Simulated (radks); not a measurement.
The table gives one normalised radial function P(r) = r R(r) of Cr2+ in [Ar] 3d4 (r in bohr). Method: scalar-relativistic Kohn-Sham, BLYP, spin-polarised, spherical densities, finite nucleus; open shells are filled with parallel spins first; Fermi nuclear charge, rms radius 3.6452 fm; computed with a radial shooting solver on a logarithmic mesh with Libxc functionals.

r         P
0.00303    0.0000
0.003883   0.0000
0.004976   0.0000
0.006377   0.0000
0.008171   0.0001
0.01039    0.0001
0.01331    0.0002
0.01706    0.0005
0.02186    0.0009
0.02801    0.0018
0.03561    0.0035
0.04563    0.0068
0.05848    0.0131
0.07494    0.0244
0.09603    0.0444
0.1231     0.0780
0.1564     0.1295
0.2005     0.2088
0.2569     0.3183
0.3292     0.4552
0.4218     0.6051
0.5406     0.7419
0.6872     0.8317
0.8806     0.8517
1.128      0.7929
1.446      0.6739
1.853      0.5223
2.375      0.3624
3.019      0.2191
3.869      0.1050
4.957      0.0379

Which n and l does it have? It may be an empty orbital.

Answer. n = 3, l = 2: the number of nodes gives n - l - 1 = 0, the rise at small r (about r^(l+1)) gives l, and the extent must fit the shell. The curve is that of 3d down; the table hardly tells the two spins apart. 3d down (empty): eigenvalue -20.562 eV, 0 radial nodes, <r> = 1.29 bohr, 90 % of the charge inside 2.25 bohr.
